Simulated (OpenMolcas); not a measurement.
## What dynamic correlation does to the levels of Cu7+

| Property | Result |
| --- | --- |
| Program | OpenMolcas 26.06 |
| Basis | ANO-RCC-VDZP [5s4p2d1f] |
| Scalar Hamiltonian | DKH2, point nucleus |
| Active space | 4 electrons in 5 orbitals (3d) |
| State averaging | 2S+1 = 5 even, 5 roots; 2S+1 = 3 even, 45 roots; 2S+1 = 1 even, 50 roots |
| Spin-orbit coupling | RASSI with atomic mean-field integrals over the reference wave functions, term energies averaged over their components |

Methods on the same reference wave functions:
A. CASSCF
B. SS-CASPT2, IPEA 0.25 Eh, imaginary shift 0.1 Eh (closed shells correlated: 3s 3p)
C. MS-CASPT2, IPEA 0.25 Eh, imaginary shift 0.1 Eh (closed shells correlated: 3s 3p)

Energies in cm-1 above 3d4 5D0.

```
     Level      A      B      C
   3d4 5D0    0.0    0.0    0.0
   3d4 5D1    388    396    397
   3d4 5D2   1118   1134   1136
   3d4 5D3   2129   2150   2150
   3d4 5D4   3366   3380   3380
   3d4 3H4  36844  37080  37080
   3d4 3H5  37699  38030  38030
3d4 3P0(1)  38234  34320  34290
   3d4 3H6  38566  38970  38970
3d4 3P1(1)  40486  36670  36650
3d4 3F3(1)  42703  39970  39970
3d4 3F2(1)  42708  39870  39870
3d4 3F4(1)  43086  40410  40410
3d4 3P2(1)  44122  40280  40280
   3d4 3G3  46920  44760  44760
   3d4 3G4  47764  45620  45620
   3d4 3G5  48363  46370  46370
   3d4 1I6  56092  56700  56700
3d4 1G4(1)  59570  55510  55510
   3d4 3D3  60039  54530  54530
   3d4 3D2  60302  54830  54830
   3d4 3D1  60734  55220  55220
3d4 1S0(1)  68673  59220  59230
3d4 1D2(1)  73089  69460  69460
```

Between B and C the level of the table that moves most is 3d4 3P0(1), by 31 cm-1 (lowest in C, highest in B). Moves below CASPT2's spread within the term are not significant.

From A to B the spin-free energies of the other terms of 3d4 shown, above 5D, scale by factors of 0.85 to 1.01.

The lowest spin-free term lies below A's lowest term by 0.217 hartree in B, 0.217 hartree in C.

Term energies are means over components that CASPT2 splits; among the terms shown or strongly mixed into the levels shown the widest spread is 830 cm-1 (3d4 1I, C). The basis is small and was not contracted for so high a charge. The CASPT2 spread within a term exceeds the gap to the next term for 3d4 1G(1) and 3d4 3D, so the order of their levels is uncertain (figures for B; the like holds for C). Without dynamic correlation excited terms often stand tens of per cent too high (terms of higher spin than the ground term too low), and those without a measured partner can miss by more than the paired ones (holds for A). Levels of configurations outside the active space are missing. Levels that lie high or do not pair safely by name in every column are left out.

A number in round brackets counts repeated terms of one configuration in the order of the reference energies.
